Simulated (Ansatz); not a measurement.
diiodomethane (SMILES ICI) moved off its minimum; all values from Ansatz (a first-principles code), cores frozen in correlated methods. Elements past Kr take the def2 small-core potentials, without spin–orbit coupling.
(charge 0, multiplicity 1)
```xyz
5

I     -1.77466    -0.02753     0.04330
C      0.05707    -0.99637     0.05470
I      1.80060     0.27783     0.02578
H     -0.02150    -1.59514     0.95459
H      0.03148    -1.70651    -0.82762
```

Forces at HF/def2-TZVPP (eV/Å):

| atom | Fx | Fy | Fz |
|---|---|---|---|
| I1 | -1.008 | 0.775 | -0.153 |
| C2 | 0.175 | -1.850 | -1.007 |
| I3 | -0.536 | -0.607 | 0.033 |
| H4 | 0.842 | 0.307 | -0.193 |
| H5 | 0.528 | 1.376 | 1.321 |

Question: Give the forces (eV/Å), the total energy and the dipole at CCSD(T)/def2-TZVPPD.

Answer: 
```
atom      Fx      Fy      Fz
----  ------  ------  ------
I1    -1.133   0.819  -0.138
C2     0.294  -1.526  -1.002
I3    -0.329  -0.422   0.025
H4     0.711   0.065   0.146
H5     0.457   1.064   0.969
```
Energy -632.8673 hartree, dipole 1.06 D.
